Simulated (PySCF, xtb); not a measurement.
AlFH₅NO₂Si, SMILES F[SiH2][NH][Al]([OH])[OH].

GFN2-xTB (xtb) at its own geometry gives an orbital gap of 3.72 eV and a dipole moment of 2.65 D.

Geometry optimised at B3LYP-D3(BJ)/def2-SVP. The structure was generated by enumeration; whether it is a known compound was not checked. One conformer was computed; it need not be the lowest.

Problem. What does B3LYP/def2-TZVP (PySCF) give? (An estimate is asked for; the answer gives what the named calculation found.)

Solution. gap 7.17 eV (levels -8.01 and -0.83 eV), dipole 1.45 D.
